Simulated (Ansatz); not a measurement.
Correlation energies of C2H6BFO (`BC(F)OC`) by basis set

Z-matrix (Å, degrees):
```
C
F 1 1.394
O 1 1.378 2 110.5
B 1 1.583 2 112.6 3 114.3
H 1 1.101 2 104.7 3 -119.5
C 3 1.416 1 114.9 2 -73.0
H 4 1.192 1 119.5 2 -28.8
H 4 1.193 1 119.0 2 153.6
H 6 1.096 3 110.6 1 -57.9
H 6 1.093 3 110.8 1 63.7
H 6 1.089 3 107.0 1 -177.0
```

Charge 0, multiplicity 1. The geometry is a stationary point of PBE0-D4/def2-TZVP. It is one conformer, not always the lowest. Frozen core, restricted reference, Ansatz 0.2.0. CBS rows extrapolate triple and quadruple zeta; past MP2 they add the triple-zeta difference.

| basis | HF (Eh) | MP2 corr. |
| --- | --- | --- |
| def2-SVP | -277.95544 | -0.72368 |
| def2-TZVPP | -278.28704 | -0.92354 |
| def2-QZVPP | -278.29974 | -0.99540 |

**Question.** Estimate the CCSD correlation energy and the (T) correction in each basis where they were run (hartree).

**Answer.** 
| basis | CCSD corr. | (T) |
| --- | --- | --- |
| def2-SVP | -0.77276 | -0.01833 |
| def2-TZVPP | -0.96128 | -0.03353 |
| CBS(def2) | -1.08638 | as TZ |
